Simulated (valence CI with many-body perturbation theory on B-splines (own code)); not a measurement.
## E1 line list for Xe XLI

Method: valence CI with perturbative core correlation (CI+MBPT): four valence electrons over a frozen Dirac-Fock core [Ne], radial functions for each j: 11 s, 11 p, 10 d, 8 f, 5 g, 2 h, with the one-electron correlation potential Σ1, the two-electron term Σ2, the three-electron term Σ3, Breit, model QED; selected CI, second order for the rest, scaled by the run's own slope (own B-spline code, finite nucleus).

The last digits are not significant, and no measured levels were compared; by estimate large intervals hold to a few tenths of a per cent, small ones and those within an open d or f shell to about a per cent. Among the levels kept, up to 740 cm⁻¹ of a level comes from second order outside the variational space, and about a tenth of that is noise between levels of different J, which matters for small intervals.

Lines 51 to 100 of 563 in falling wavelength, among levels below 664.94 eV, chosen from the strongest by gf and those to the six lowest levels. Wavelengths and rates use the calculated energies. Electric multipoles are in the length gauge with retardation, E1 and E2 with the static RPA response of the core. Weak lines are less certain than strong ones. Lines between different terms over intervals too small for the method are left out, as are lines whose strength nearly cancels. Where a level lies close to another of its J and parity, the split of strength between their lines is uncertain. The highest levels of a list are the least certain.

Levels are named by their leading jj configuration (3d3/2^4 stands for four electrons in 3d with j = 3/2), which in mixed levels can hold well under half, so a name can repeat and another be missing. Letters in brackets count levels of one name in rising energy.

| λ vac (Å) | Upper | Lower | A (s⁻¹) | S (a.u.) with core polarisation | S without |
| --- | --- | --- | --- | --- | --- |
| 102.2 | (3s 3p1/2 3p3/2^2) J=2 [b] | (3s^2 3p3/2^2) J=2 | 9.18e+09 | 2.42e-02 | 2.47e-02 |
| 101.9 | (3p1/2^2 3p3/2 3d5/2) J=3 | (3s 3p1/2 3p3/2 3d5/2) J=4 [b] | 1.80e+10 | 6.58e-02 | 6.71e-02 |
| 101.8 | (3s 3p1/2^2 3p3/2) J=1 | (3s^2 3p1/2 3p3/2) J=1 | 3.68e+09 | 5.74e-03 | 5.86e-03 |
| 101.0 | (3p1/2^2 3p3/2 3d5/2) J=2 | (3s 3p1/2 3p3/2 3d5/2) J=3 [a] | 2.53e+10 | 6.45e-02 | 6.58e-02 |
| 100.7 | (3s 3p1/2 3p3/2 3d5/2) J=3 [c] | (3s^2 3p3/2 3d5/2) J=4 | 9.41e+09 | 3.32e-02 | 3.39e-02 |
| 100.6 | (3s 3p1/2 3p3/2 3d5/2) J=4 [c] | (3s^2 3p3/2 3d5/2) J=4 | 6.31e+09 | 2.86e-02 | 2.91e-02 |
| 99.85 | (3s 3p1/2 3p3/2 3d3/2) J=2 [e] | (3s^2 3p3/2 3d3/2) J=3 | 1.12e+10 | 2.75e-02 | 2.80e-02 |
| 98.72 | (3s 3p1/2 3d5/2^2) J=3 [c] | (3s 3p3/2^2 3d3/2) J=4 | 7.93e+09 | 2.64e-02 | 2.69e-02 |
| 98.38 | (3s 3p1/2 3d5/2^2) J=4 [b] | (3s 3p3/2^2 3d5/2) J=4 [a] | 7.66e+09 | 3.24e-02 | 3.31e-02 |
| 98.26 | (3p1/2 3p3/2^2 3d3/2) J=2 [c] | (3s^2 3d3/2 3d5/2) J=3 | 1.08e+10 | 2.53e-02 | 2.58e-02 |
| 96.97 | (3s 3p1/2 3p3/2^2) J=1 [b] | (3s^2 3p3/2^2) J=2 | 7.46e+09 | 1.01e-02 | 1.03e-02 |
| 96.84 | (3p1/2^2 3p3/2 3d5/2) J=4 | (3s 3p1/2 3p3/2 3d5/2) J=5 | 3.86e+10 | 1.56e-01 | 1.59e-01 |
| 96.44 | (3p1/2^2 3p3/2 3d5/2) J=2 | (3s 3p1/2 3p3/2 3d5/2) J=1 [a] | 1.34e+10 | 2.96e-02 | 3.02e-02 |
| 96.35 | (3p1/2^2 3p3/2 3d3/2) J=3 | (3s 3p1/2 3p3/2 3d3/2) J=4 | 3.80e+10 | 1.17e-01 | 1.20e-01 |
| 96.33 | (3p1/2 3p3/2^2 3d5/2) J=4 [a] | (3s 3p3/2^2 3d5/2) J=5 | 1.50e+10 | 5.97e-02 | 6.09e-02 |
| 96.25 | (3s 3p1/2 3p3/2 3d3/2) J=2 [b] | (3s 3p1/2 3p3/2^2) J=3 | 1.50e+10 | 3.30e-02 | 3.36e-02 |
| 96.10 | (3p1/2^2 3p3/2 3d3/2) J=2 | (3s 3p1/2 3p3/2 3d3/2) J=3 [a] | 2.64e+10 | 5.78e-02 | 5.89e-02 |
| 95.28 | (3p1/2 3p3/2^2 3d5/2) J=5 | (3s 3p3/2^2 3d5/2) J=5 | 1.95e+10 | 9.16e-02 | 9.35e-02 |
| 89.40 | (3p1/2^2 3p3/2 3d3/2) J=1 | (3s 3p1/2 3p3/2 3d3/2) J=2 [b] | 3.69e+10 | 3.91e-02 | 3.98e-02 |
| 88.23 | (3s^2 3p1/2 3d3/2) J=2 | (3s^2 3p1/2 3p3/2) J=2 | 1.34e+09 | 2.28e-03 | 2.32e-03 |
| 87.82 | (3p1/2^2 3p3/2 3d5/2) J=4 | (3s 3p1/2 3p3/2 3d5/2) J=4 [a] | 2.28e+10 | 6.86e-02 | 7.00e-02 |
| 86.53 | (3p1/2 3p3/2^2 3d3/2) J=3 [a] | (3s 3p1/2 3p3/2 3d5/2) J=2 [d] | 8.82e+09 | 1.97e-02 | 2.01e-02 |
| 85.92 | (3s 3p1/2 3d5/2^2) J=3 [a] | (3s 3p1/2 3p3/2 3d5/2) J=2 [d] | 9.92e+09 | 2.17e-02 | 2.21e-02 |
| 85.01 | (3s 3p1/2 3d3/2 3d5/2) J=4 [b] | (3s 3p1/2 3p3/2 3d5/2) J=4 [b] | 1.40e+10 | 3.81e-02 | 3.88e-02 |
| 84.39 | (3s^2 3p1/2 3d3/2) J=2 | (3s^2 3p1/2 3p3/2) J=1 | 6.71e+07 | 9.95e-05 | 1.01e-04 |
| 83.56 | (3s^2 3p3/2 3d3/2) J=1 | (3s^2 3p3/2^2) J=0 | 2.53e+08 | 2.19e-04 | 2.24e-04 |
| 83.17 | (3s 3p1/2^2 3d3/2) J=1 | (3s 3p1/2^2 3p3/2) J=2 | 2.10e+09 | 1.79e-03 | 1.82e-03 |
| 82.54 | (3s 3p1/2 3d5/2^2) J=4 [b] | (3s 3p1/2 3p3/2 3d5/2) J=3 [d] | 9.59e+09 | 2.39e-02 | 2.43e-02 |
| 81.08 | (3s 3p1/2^2 3d3/2) J=2 | (3s 3p1/2^2 3p3/2) J=2 | 6.38e+09 | 8.39e-03 | 8.54e-03 |
| 79.46 | (3s 3p1/2 3d5/2^2) J=3 [b] | (3s 3p1/2 3p3/2 3d5/2) J=2 [c] | 1.47e+10 | 2.56e-02 | 2.60e-02 |
| 79.25 | (3p1/2 3p3/2^2 3d3/2) J=4 | (3s 3p1/2 3p3/2 3d5/2) J=3 [d] | 8.21e+09 | 1.82e-02 | 1.85e-02 |
| 78.87 | (3s 3p1/2 3d5/2^2) J=5 | (3s 3p1/2 3p3/2 3d5/2) J=4 [c] | 7.28e+09 | 1.94e-02 | 1.97e-02 |
| 78.81 | (3s 3p1/2 3d5/2^2) J=2 [a] | (3s 3p1/2 3p3/2 3d5/2) J=1 [b] | 1.66e+10 | 2.00e-02 | 2.04e-02 |
| 78.70 | (3s 3p1/2 3p3/2^2) J=2 [a] | (3s^2 3p1/2 3p3/2) J=2 | 4.31e+08 | 5.18e-04 | 5.26e-04 |
| 78.27 | (3s 3p1/2 3d3/2 3d5/2) J=4 [b] | (3s 3p1/2 3p3/2 3d3/2) J=3 [c] | 8.76e+09 | 1.87e-02 | 1.90e-02 |
| 77.24 | (3s 3p1/2 3d3/2 3d5/2) J=4 [c] | (3s 3p1/2 3p3/2 3d5/2) J=3 [b] | 2.33e+10 | 4.76e-02 | 4.85e-02 |
| 76.65 | (3s^2 3p3/2 3d3/2) J=2 | (3s^2 3p3/2^2) J=2 | 3.02e+09 | 3.36e-03 | 3.42e-03 |
| 76.57 | (3s 3p1/2 3d3/2 3d5/2) J=5 | (3s 3p1/2 3p3/2 3d5/2) J=5 | 1.18e+10 | 2.87e-02 | 2.93e-02 |
| 76.45 | (3s^2 3p3/2 3d5/2) J=2 | (3s^2 3p3/2^2) J=2 | 1.17e+09 | 1.29e-03 | 1.30e-03 |
| 76.44 | (3s 3p1/2 3d5/2^2) J=3 [a] | (3s 3p1/2 3p3/2 3d3/2) J=2 [e] | 1.38e+10 | 2.13e-02 | 2.17e-02 |
| 76.40 | (3s^2 3p3/2 3d3/2) J=3 | (3s^2 3p3/2^2) J=2 | 4.61e+09 | 7.11e-03 | 7.24e-03 |
| 76.37 | (3s^2 3p3/2 3d3/2) J=1 | (3s^2 3p3/2^2) J=2 | 1.10e+08 | 7.23e-05 | 7.50e-05 |
| 75.63 | (3s 3p1/2 3p3/2^2) J=2 [a] | (3s^2 3p1/2 3p3/2) J=1 | 8.02e+08 | 8.56e-04 | 8.64e-04 |
| 75.04 | (3s^2 3p1/2 3d5/2) J=3 | (3s^2 3p1/2 3p3/2) J=2 | 9.27e+09 | 1.35e-02 | 1.37e-02 |
| 74.73 | (3s 3p3/2^2 3d3/2) J=3 [b] | (3s 3p3/2^3) J=2 | 1.19e+10 | 1.71e-02 | 1.75e-02 |
| 74.73 | (3s 3p1/2 3d5/2^2) J=5 | (3s 3p1/2 3p3/2 3d5/2) J=4 [b] | 3.80e+10 | 8.62e-02 | 8.77e-02 |
| 74.15 | (3s^2 3p1/2 3d3/2) J=1 | (3s^2 3p1/2 3p3/2) J=2 | 3.28e+09 | 1.98e-03 | 2.02e-03 |
| 73.60 | (3p1/2 3p3/2^2 3d3/2) J=4 | (3s 3p1/2 3p3/2 3d5/2) J=3 [c] | 1.21e+10 | 2.14e-02 | 2.18e-02 |
| 73.58 | (3p1/2 3p3/2^2 3d5/2) J=4 [a] | (3s 3p1/2 3p3/2 3d5/2) J=3 [d] | 1.42e+10 | 2.52e-02 | 2.57e-02 |
| 73.09 | (3s 3p1/2 3d5/2^2) J=4 [b] | (3s 3p1/2 3p3/2 3d5/2) J=3 [b] | 9.84e+09 | 1.71e-02 | 1.74e-02 |
